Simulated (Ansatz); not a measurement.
Te(Et)(SH) (C2H6STe), SMILES CC[Te]S.

Coordinates come from a B3LYP-D3(BJ)/def2-SVP optimisation. This is a generated structure with no PubChem entry under its InChIKey; it may be hypothetical. The def2 effective core potentials stand for the cores of Te; spin–orbit coupling is left out. The values are those of a single conformer.

Two levels are set side by side: PBE/def2-SVPD (Ansatz, an electronic-structure program) and PBE0/def2-SVPD (Ansatz). Energy differences of separate SCF runs at the same geometry; the states with an electron removed or added have multiplicity 2 and 2. Differences are taken from unrounded values.

```json
[
 {"quantity": "vertical ionisation energy (eV)", "PBE0": "8.22", "PBE": "8.13", "PBE minus PBE0": "-0.09"},
 {"quantity": "vertical singlet–triplet gap (eV)", "PBE0": "2.50", "PBE": "2.48", "PBE minus PBE0": "-0.02"}
]
```

Here PBE gives about what the other level gives.
